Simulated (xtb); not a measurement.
C5H8O, SMILES CC=C1COC1. All values are semi-empirical tight-binding results from xtb (GFN2-xTB unless named), good for trends rather than for accurate numbers. Geometry optimised at GFN2-xTB.

Optimised geometry:

Bonded distances (Å): C1–C2 1.493, C1–H7 1.087, C1–H8 1.090, C1–H9 1.090, C2–C3 1.318, C2–H10 1.082, C3–C4 1.502, C3–C6 1.501, C4–O5 1.433, C4–H11 1.095, C4–H12 1.095, O5–C6 1.433, C6–H13 1.095, C6–H14 1.095. Angles (°): C2–C1–H7 110.9, C2–C1–H8 110.1, C2–C1–H9 110.1, H7–C1–H8 109.0, H7–C1–H9 109.0, H8–C1–H9 107.6, C1–C2–C3 124.2, C1–C2–H10 116.4, C3–C2–H10 119.4, C2–C3–C4 136.5, C2–C3–C6 136.4, C4–C3–C6 87.1, C3–C4–O5 90.2, C3–C4–H11 115.9, C3–C4–H12 116.0, O5–C4–H11 112.0, O5–C4–H12 112.0, H11–C4–H12 109.4, C4–O5–C6 92.4, C3–C6–O5 90.3, C3–C6–H13 116.0, C3–C6–H14 115.9, O5–C6–H13 112.1, O5–C6–H14 112.1, H13–C6–H14 109.4.
Charge 0, spin multiplicity 1.

Computed properties:
* **point group as xtb finds it**: Cs
* **orbital gap**: 4.81 eV
* **dipole moment**: 2.32 D
* **zero-point energy**: 73.0 kcal/mol
* **G − E(el) at 298.15 K (modified RRHO)**: 54.2 kcal/mol
* **static polarisability (D4 model)**: 62.2 bohr³
* **solvation energy, GFN2-xTB/ALPB(water)**: -1.8 kcal/mol
* **solvation energy, GFN2-xTB/ALPB(dmso)**: -5.6 kcal/mol

Question: Give the IR lines (harmonic; lines under 4 % of the strongest left out, lines within 3 cm⁻¹ merged). (Estimate from the structure and the level; the computed values follow.)

Answer: ν (cm⁻¹): 140 (w), 242 (w), 775 (w), 1011 (w), 1036 (m), 1056 (s), 1110 (w), 1120 (m), 1156 (w), 1230 (w), 1307 (w), 1399 (w), 1478 (w), 1483 (w), 1806 (w), 2898 (s), 2901 (m), 2927 (vs), 3001 (m), 3015 (m), 3062 (s) (against the strongest line: vs over 80 %, s over 45 %, m over 15 %, w over 4 %, vw less)

Computed atomic charges and the Wiberg bond orders between heavy atoms:
charges (e) C1 -0.10, C2 -0.05, C3 -0.02, C4 0.08, O5 -0.33, C6 0.08, H7 0.04, H8 0.05, H9 0.05, H10 0.04, H11 0.04, H12 0.04, H13 0.04, H14 0.04. Bond orders C1–C2 1.03, C2–C3 1.89, C3–C4 1.00, C4–O5 0.98, C3–C6 1.01, O5–C6 0.98.
